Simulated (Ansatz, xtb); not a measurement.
# C4H7N3O: which of two isomers lies lower

Structure X: `COn1cc(N)cn1`, a singlet. Structure Y: `COc1n[nH]cc1N`, a singlet. Both are isolated molecules in the gas phase, relaxed with r2SCAN-D4/def2-SVP; the shapes shown needn't be the lowest conformers.

X (Å):

```tsv
atom	x (Å)	y (Å)	z (Å)
C	-0.2116	-3.8848	0.1189
C	1.9294	-1.3460	-0.4705
C	1.7002	0.0073	-0.2080
C	0.7069	0.0028	0.8047
N	1.0918	-2.0109	0.3783
N	2.2512	1.1141	-0.8524
N	0.3604	-1.2468	1.1554
O	1.0640	-3.3679	0.5004
H	-0.1322	-4.9708	0.2563
H	-0.4297	-3.6517	-0.9378
H	-1.0036	-3.4783	0.7661
H	2.5881	-1.8774	-1.1530
H	3.1867	0.9521	-1.2121
H	2.2469	1.9493	-0.2747
H	0.2308	0.8555	1.2900
```

Y (Å):

| atom | x (Å) | y (Å) | z (Å) |
| --- | --- | --- | --- |
| C | -1.3529 | -3.5377 | 2.1411 |
| C | -0.0428 | -1.9878 | 0.9848 |
| C | 1.5930 | -0.8179 | 0.0789 |
| C | 0.2065 | -0.8596 | 0.1542 |
| N | 1.0680 | -2.5940 | 1.3859 |
| N | 2.0509 | -1.8708 | 0.8246 |
| N | -0.7644 | 0.0053 | -0.3537 |
| O | -1.2865 | -2.3907 | 1.3113 |
| H | -0.8375 | -3.3615 | 3.1002 |
| H | -2.4184 | -3.7353 | 2.3153 |
| H | -0.8790 | -4.4069 | 1.6545 |
| H | 3.0125 | -2.1424 | 0.9770 |
| H | 2.2674 | -0.1333 | -0.4326 |
| H | -1.6811 | -0.4346 | -0.3525 |
| H | -0.5527 | 0.3512 | -1.2852 |

**Question.** Which of the two would you expect CCSD(T)/def2-SVP + ΔMP2/def2-TZVPP electronic energies to favour?

**Answer.** Structure Y; the calculation gives E(Y) − E(X) = −37.5 kcal/mol.

How the difference moves with the method:

```json
{"level": "GFN2-xTB", "geometry": "GFN2-xTB", "E(Y) − E(X) (kcal/mol)": "−28.1", "departure from the last row (kcal/mol)": "+9.4", "job, with rough time for the two": "optimisation, 0.19 s"}
{"level": "HF/STO-3G", "geometry": "GFN2-xTB", "E(Y) − E(X) (kcal/mol)": "−24.4", "departure from the last row (kcal/mol)": "+13.1", "job, with rough time for the two": "single point, 0.56 s"}
{"level": "r2SCAN-D4/def2-SVP//GFN2-xTB", "geometry": "GFN2-xTB", "E(Y) − E(X) (kcal/mol)": "−37.7", "departure from the last row (kcal/mol)": "−0.3", "job, with rough time for the two": "single point, 7.5 s"}
{"level": "r2SCAN-D4/def2-SVP", "geometry": "r2SCAN-D4/def2-SVP", "E(Y) − E(X) (kcal/mol)": "−37.0", "departure from the last row (kcal/mol)": "+0.5", "job, with rough time for the two": "optimisation, 87 s"}
{"level": "HF/def2-SVP", "geometry": "r2SCAN-D4/def2-SVP", "E(Y) − E(X) (kcal/mol)": "−41.7", "departure from the last row (kcal/mol)": "−4.3", "job, with rough time for the two": "part of the CCSD(T) run"}
{"level": "MP2/def2-SVP", "geometry": "r2SCAN-D4/def2-SVP", "E(Y) − E(X) (kcal/mol)": "−37.5", "departure from the last row (kcal/mol)": "0.0", "job, with rough time for the two": "part of the CCSD(T) run"}
{"level": "CCSD(T)/def2-SVP", "geometry": "r2SCAN-D4/def2-SVP", "E(Y) − E(X) (kcal/mol)": "−36.9", "departure from the last row (kcal/mol)": "+0.6", "job, with rough time for the two": "single point"}
{"level": "CCSD(T)/def2-SVP + ΔMP2/def2-TZVPP", "geometry": "r2SCAN-D4/def2-SVP", "E(Y) − E(X) (kcal/mol)": "−37.5", "departure from the last row (kcal/mol)": "", "job, with rough time for the two": "single point, 3.5 min"}
```

As drawn, Y has 1 C–O, 1 N–H in place of 1 N–O, 1 C–H.

None of the levels shown reverses the order. The largest departure from CCSD(T)/def2-SVP + ΔMP2/def2-TZVPP is that of HF/STO-3G, 13.1 kcal/mol. The last row adds to CCSD(T) the change of the MP2 difference between the two basis sets, here −0.6 kcal/mol.

With thermal terms from frequencies at re-optimised GFN2-xTB minima (ideal gas, soft modes damped towards free rotors, one conformer each, 298.15 K, 1 atm): the zero-point term adds +0.3 kcal/mol; ΔH is −37.1 and ΔG −37.2 kcal/mol.

The correlated steps freeze 8 core orbitals. Run with Ansatz 0.2.0, xtb 6.7.1; the last row on 2 threads of Arm Neoverse V2 on a shared host.
